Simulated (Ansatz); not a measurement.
One change: `Cl[SiH2]Br` becomes `Cl[SiH2][ZnH]`.

Ansatz, PBE0-D4/def2-TZVP geometries, multiplicity 1. 

Scalar relativity is left out up to krypton.

| property | `Cl[SiH2]Br` |
| --- | --- |
| HOMO energy (B3LYP/def2-TZVPP) / eV | -8.45 |
| size of the dipole moment (ωB97M-V/def2-TZVPP) / D | 1.12 |
| HOMO–LUMO gap (PBE0/def2-TZVPP) / eV | 8.38 |
| LUMO energy (B3LYP/def2-TZVPP) / eV | -0.55 |
| HOMO energy (PBE0/def2-TZVPP) / eV | -8.70 |
| HOMO–LUMO gap (B3LYP/def2-TZVPP) / eV | 7.89 |

(1) What does the change do to each property? (Best estimate.)

Answers

(1) Computed: 
| property | `Cl[SiH2][ZnH]` | shift |
| --- | --- | --- |
| HOMO energy (B3LYP/def2-TZVPP) / eV | -7.17 | 1.28 |
| size of the dipole moment (ωB97M-V/def2-TZVPP) / D | 1.70 | 0.58 |
| HOMO–LUMO gap (PBE0/def2-TZVPP) / eV | 5.85 | -2.53 |
| LUMO energy (B3LYP/def2-TZVPP) / eV | -1.73 | -1.18 |
| HOMO energy (PBE0/def2-TZVPP) / eV | -7.36 | 1.34 |
| HOMO–LUMO gap (B3LYP/def2-TZVPP) / eV | 5.44 | -2.45 |

With PBE0 the HOMO rises by 1.34 eV and the LUMO falls by 1.17 eV, so the gap narrows by about 2.51 eV. PBE moves the HOMO by 1.11 eV and ωB97M-V by 1.53 eV. The zero-point energy changes by 12.6 kJ/mol with +3 modes. Dipoles are sizes alone; their direction can turn.

B3LYP here is the variant with VWN-RPA as its local correlation; programs differ in this.

Spin–orbit coupling is left out; it splits and shifts lone-pair levels of the heavy atoms by tenths of an eV.
